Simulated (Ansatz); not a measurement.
The same path of BClF2H2O (7 atoms, charge 0, multiplicity 1) was run twice with different band settings. Lost on the way: B1–Cl2, H5–O6. Made: Cl2–H5.

All numbers below come from RKS B3LYP/def2-SVP (Ansatz).

Relaxed end points:

```xyz
7
Properties=species:S:1:pos:R:3
B 0.044 -0.671 0.254
Cl 1.843 -0.662 -0.127
F -0.742 -1.250 -0.682
F -0.277 -0.899 1.533
H 0.468 1.433 -0.266
O -0.358 1.001 0.017
H -0.978 1.047 -0.730
```

```xyz
7
Properties=species:S:1:pos:R:3
B -0.960 -0.739 0.325
Cl 2.858 1.366 -0.219
F -2.185 -1.035 -0.085
F -0.429 -1.425 1.315
H 1.663 0.870 -0.115
O -0.243 0.254 -0.252
H -0.704 0.708 -0.970
```

Common settings: climbing image yes; spring 5.0 eV/Å²; optimiser quadratic models (default); start path through a guess of the saddle point; force threshold 0.03 eV/Å; iteration limit 60; end points relaxed.

| run | movable images |
| --- | --- |
| 1 | 9 |
| 2 | 3 |

**Question.** What does each run give, and how far can it be trusted?

**Answer.** Run 1: converged after 15 iterations, highest image 0.659 eV above the first end. A vibrational analysis at the climbing image gives one clearly imaginary mode, 1034i cm⁻¹: a first-order saddle point.
Run 2: converged after 18 iterations, highest image 0.660 eV above the first end. Another band between the same ends (9 images) ends at a top of the same energy, where a vibrational analysis finds 1 clearly imaginary mode. So few images can step over the top or miss a turn of the path.
The orbitals stay closed-shell, which can raise the energy where a bond breaks towards radicals; this wasn't checked here.
